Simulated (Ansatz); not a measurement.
System: C₃H₇O₂, charge 1, multiplicity 1. It need not be the lowest isomer of its formula. 
Structure (B3LYP-D3(BJ)/def2-TZVP (Ansatz, a program for electronic structure) minimum search):
SMILES: [OH+](C=O)CC
```xyz
12

C     -2.2430     0.3368    -0.1479
C     -0.9611    -0.2676     0.3353
O      0.2043     0.5267    -0.3056
C      1.6358     0.1006    -0.1403
O      1.8498    -0.9438     0.3096
H     -2.3421     0.2732    -1.2309
H     -3.0567    -0.2417     0.2963
H     -2.3669     1.3690     0.1847
H     -0.7908    -0.1873     1.4053
H     -0.7770    -1.2768    -0.0176
H      2.2706     0.9007    -0.5278
H      0.0398     1.4810    -0.4250
```
Charge +1, spin multiplicity 1.

Total electronic energies in hartree. Valence correlation only, unless marked. No spin-orbit coupling. Non-relativistic. CBS marks a two-point X^-3 extrapolation of the correlation energy; Hartree-Fock from the larger set. The bracket is a focal-point correction in the basis named.

```csv
level,program,energy (Eh)
HF/cc-pwCVTZ,Ansatz,-267.21836
PBE/def2-TZVPD,Ansatz,-268.45855
B3LYP/def2-TZVPD,Ansatz,-268.78165
PBE0/6-31G*,Ansatz,-268.35643
PBE0/def2-TZVP,Ansatz,-268.46705
r2SCANh-D4/def2-TZVPD,Ansatz + dftd4,-268.61389
MP2/cc-pVTZ,Ansatz,-268.18566
RI-MP2/cc-pVTZ,Ansatz,-268.18535
"RI-MP2/CBS(cc-pVTZ,cc-pVQZ)+[CCSD(T)-MP2]/cc-pVTZ",Ansatz,-268.3907
```

Totals of different functionals don't rank their quality; only differences between species are comparable.
